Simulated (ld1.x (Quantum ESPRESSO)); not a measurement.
## Before and after: TM potential for Be

Be, norm-conserving Troullier–Martins (Kleinman–Bylander form), made with ld1.x (Quantum ESPRESSO) 7.5 (PBEsol, non-relativistic). Core [He], reference 2s1.75 2p0.25. Waves: 2s (bound): rc 1.30 bohr; 2p (bound): rc 4.20 bohr; 3d channel at 0.15 Ry: rc 4.50 bohr. Local part: the d channel. Core correction: none.

All-electron outer shells of the reference configuration (PBEsol, non-relativistic, ld1.x):

| shell | level (eV) | outermost node (bohr) | outermost maximum (bohr) |
| --- | --- | --- | --- |
| 2s | -5.70 | 0.60 | 2.04 |
| 2p | -2.12 | – | 2.31 |

Change: wave 2p (bound): rc 4.20 bohr becomes 2p (bound): rc 3.24 bohr.

Cutoffs: the cutoffs (Ry, on a coarse ladder) from which the occupation-weighted sum of valence levels, in a spherical-Bessel basis at the reference potential, stays within 10 and 1 mRy of its value at 400 Ry; they do not see the model core or the augmentation charge, which bear on the density cutoff. Errors are all-electron minus pseudo energies relative to the spin-unpolarised reference configuration.

Problem. Predict the effect on cutoff, ghosts and configuration errors.

Solution. The potential gets neither clearly harder nor softer (25 Ry and 45 Ry → 25 Ry and 45 Ry); of the 6 tests that both files solve, the error grows in 0 and shrinks in 6 by more than 15 % and 0.3 meV (median size 21.3 → 10.1 meV); the range in which the p phases agree widens (upper end 0.4 → 1.9); neither file shows a bound ghost. Less of the atom is replaced, so other configurations are described better.

| quantity | base | changed |
| --- | --- | --- |
| cutoff, loose | 25 Ry | 25 Ry |
| cutoff, tight | 45 Ry | 45 Ry |
| bound ghosts | none | none |
| error for 2s2 2p0, meV [ΔE -0.89 eV] | -1.3 | -0.4 |
| error for 2s1 2p0, meV [ΔE 8.56 eV] | +31 | +19 |
| error for 2s1.5 2p0, meV [ΔE 2.83 eV] | +9.6 | +4.7 |
| error for 2s0 2p1, meV [ΔE 12.47 eV] | -127 | -44 |
| error for 2s0 2p2, meV [ΔE 6.31 eV] | -54 | -15 |
| error for 2s1 2p1, meV [ΔE 2.70 eV] | -11 | -4.2 |
| s: phases at 4.93 bohr within 0.05 rad from the reference energy up to (Ry; the scan ends near 5) | 0.3 | 0.3 |
| p: phases at 4.93 bohr within 0.05 rad from the reference energy up to (Ry; the scan ends near 5) | 0.4 | 1.9 |
| d: phases at 4.93 bohr within 0.05 rad from the reference energy up to (Ry; the scan ends near 5) | 1.3 | 1.3 |
